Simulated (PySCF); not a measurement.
C3F5, SMILES FC(C(F)=[C]F)(F)F, multiplicity 2.

Geometry: PBE-D3(BJ)/def2-SVP. The isomer is the one that the SMILES or the coordinates give; other isomers of the formula were not compared.

Two levels are set side by side: PBE/def2-TZVP (PySCF) and r2SCAN/def2-TZVP (PySCF). Same geometry, gas phase. Differences are taken from unrounded values.

```json
[
 {"quantity": "α-spin orbital gap (eV)", "r2SCAN": "5.88", "PBE": "5.43", "PBE minus r2SCAN": "-0.45"},
 {"quantity": "β-spin orbital gap (eV)", "r2SCAN": "3.03", "PBE": "2.08", "PBE minus r2SCAN": "-0.95"},
 {"quantity": "dipole moment (D)", "r2SCAN": "1.27", "PBE": "1.26", "PBE minus r2SCAN": "-0.01"},
 {"quantity": "mean polarisability (bohr³)", "r2SCAN": "39.0", "PBE": "40.3", "PBE minus r2SCAN": "1.4"}
]
```

Rough cost on one machine, each run with all the roots and properties that it gave: r2SCAN against PBE about 3 times.
